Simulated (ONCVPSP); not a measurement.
Transferability test, ONCV potential for Ga (Z = 31)

```
Element                 : gallium (Ga)
Generator               : ONCVPSP 4.0.1
Type                    : optimised norm-conserving Vanderbilt (ONCV)
Functional              : PW91
Relativity              : scalar-relativistic
Frozen core             : [Ar] 3d10
Valence charge          : 3
Reference configuration : 4s1.75 4p1.25
Partial waves           : 4s: rc 1.85 bohr, ncon 3, nbas 7, qcut 4.3 1/bohr, 1 projector; 4p: rc 2.80 bohr, ncon 3, nbas 7, qcut 2.9 1/bohr, 2 projectors, debl 1.3 Ha; d scattering state at 0.46 Ha: rc 3.05 bohr, ncon 4, nbas 7, qcut 3.6 1/bohr, 2 projectors, debl 3.8 Ha
Local potential         : polynomial inside 1.45 bohr (lpopt 5, dvloc0 1 Ha)
Core correction         : none
```

Energies are relative to the spin-unpolarised reference configuration 4s1.75 4p1.25; without spin polarisation the order of configurations can differ from experiment.

(1) Give the all-electron excitation energy and the error of the potential for: 4s2 4p1; 4s2 4p0; 4s1 4p0; 4s1 4p1.

Levels in the configuration 4s1 4p1:

```tsv
level	all-electron (eV)	pseudo (eV)
4s	-17.519	-17.486
4p	-10.007	-10.014
```

## Answers

(1)

```json
{"valence configuration": "4s2 4p1", "charge": "0", "ΔE all-electron (eV)": "-1.612", "error AE − PS (meV)": "+1.4"}
{"valence configuration": "4s2 4p0", "charge": "+1", "ΔE all-electron (eV)": "4.135", "error AE − PS (meV)": "+9.3"}
{"valence configuration": "4s1 4p0", "charge": "+2", "ΔE all-electron (eV)": "25.358", "error AE − PS (meV)": "+32"}
{"valence configuration": "4s1 4p1", "charge": "+1", "ΔE all-electron (eV)": "11.535", "error AE − PS (meV)": "+6.1"}
```
